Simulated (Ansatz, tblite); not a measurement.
Removing an electron: Cd(OH)2 (CdO₂H₂). The state is a singlet with charge 0. Geometry: PBE0-D4/def2-TZVP. Ansatz, gas phase; energy differences of separate SCF runs; the oxidised species was run as a doublet alone.

```xyz
5

Cd    0.0714   -0.0150   -0.1587
O     1.5971   -1.0324    0.5258
H     1.3335   -1.7134    1.1487
O    -1.3818    0.9867   -1.0051
H    -1.6202    1.7741   -0.5107
```

In the def2 sets Cd takes a core potential; there is no spin–orbit coupling. The xTB rows come from tblite. Correlated methods freeze 2 core orbitals; core or outer-core shells of Cd are correlated, in sets that lack core-valence functions. HOMO above LUMO, or a gap near zero within one spin, warns that the state may not be the lowest or that an electron is smeared out.

```tsv
level	−HOMO (eV)	vertical IE (eV)	−LUMO (eV)	HOMO–LUMO gap (eV)	remarks
GFN1-xTB	11.96	15.76	7.62	4.33	–
GFN2-xTB	11.67	15.70	7.90	3.77	–
HF/def2-TZVPP	–	8.87	–	–	–
PBE-D4/def2-TZVP	6.50	9.93	2.31	4.19	gap within one spin near zero (+1 doublet)
r2SCAN-D4/def2-TZVP	6.81	10.03	2.03	4.78	gap within one spin near zero (+1 doublet)
PBE0-D4/def2-TZVP	8.12	10.35	1.43	6.69	–
MP2/def2-TZVPP	–	10.95	–	–	–
CCSD/def2-TZVPP	–	10.51	–	–	–
CCSD(T)/def2-TZVPP	–	10.62	–	–	–
```

  Raw xTB energy differences between charge states are shifted by several eV; the methods need an empirical correction for them.
